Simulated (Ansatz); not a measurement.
A run on AlGaH8Si2 (`[AlH2][SiH2][SiH2][GaH2]`) with other settings.

```yaml
crystal:
  periodic: [false, false, false]
  atoms:
    - {symbol: Al, position_ang: [-2.472577, 1.395550, 0.918814]}
    - {symbol: Si, position_ang: [-1.003798, 0.171802, -0.594265]}
    - {symbol: Si, position_ang: [1.006289, -0.185413, 0.579851]}
    - {symbol: Ga, position_ang: [2.460870, -1.379233, -0.905446]}
    - {symbol: H, position_ang: [-2.431169, 2.982615, 0.956339]}
    - {symbol: H, position_ang: [-3.384035, 0.604375, 1.950508]}
    - {symbol: H, position_ang: [-0.663588, 0.914987, -1.843258]}
    - {symbol: H, position_ang: [-1.527209, -1.167026, -0.996611]}
    - {symbol: H, position_ang: [0.679261, -0.938826, 1.825521]}
    - {symbol: H, position_ang: [1.539476, 1.147148, 0.988133]}
    - {symbol: H, position_ang: [2.417018, -2.949126, -0.967049]}
    - {symbol: H, position_ang: [3.379463, -0.596864, -1.912548]}
basis:
  gaussian: {orbitals: aug-cc-pVTZ}
total_charge: 1
magnetization: {spin_polarized: true, initial_magnetization: 1}
hamiltonian: {xc: {name: HF}}
correlation: {active_space: {window: {electrons: 3, orbitals: 2}}}
```

```sh
$ ansatz run in.yaml --threads 4 --pin off --events-out ev --progress --plain --max-ram 10444MiB
```

Output, abridged:

```
Error: invalid value for `correlation.active_space`: it starts from restricted Hartree–Fock orbitals; set hamiltonian.xc: hf without magnetization.spin_polarized
```
